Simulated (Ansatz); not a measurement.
Species: sum formula BH2S3, net charge 0, doublet state. It need not be the lowest isomer of its formula. 
Coordinates optimised at B3LYP-D3(BJ)/def2-TZVP (Ansatz, a first-principles code):
```
B
S 1 1.7701
S 1 1.8178 2 122.08
H 3 1.3437 1 97.67 2 0.00
S 1 1.8178 2 122.08 4 -180.00
H 5 1.3437 1 97.67 2 0.00
```
Charge 0, spin multiplicity 2.

Basis-set convergence of Hartree-Fock and CCSD correlation energies (hartree) with Ansatz. Correlated levels leave the core frozen unless marked. UHF or UKS for open shells. Spin-orbit coupling is left out. Non-relativistic.

| basis | functions | E(HF) | E(corr, CCSD) |
|---|---|---|---|
| cc-pV(D+d)Z | 93 | -1218.52798 | -0.51308 |
| cc-pV(T+d)Z | 175 | -1218.57421 | -0.64920 |
| cc-pV(Q+d)Z | 307 | -1218.58580 | -0.69222 |

Extrapolating the two largest sets (X = 3 and 4) as X^-3: E(corr) = (64·(-0.69222) - 27·(-0.64920))/37 = -0.7236 Eh, an estimate of the basis-set limit. The largest set recovers 95.7 % of it, the smallest 70.9 %.
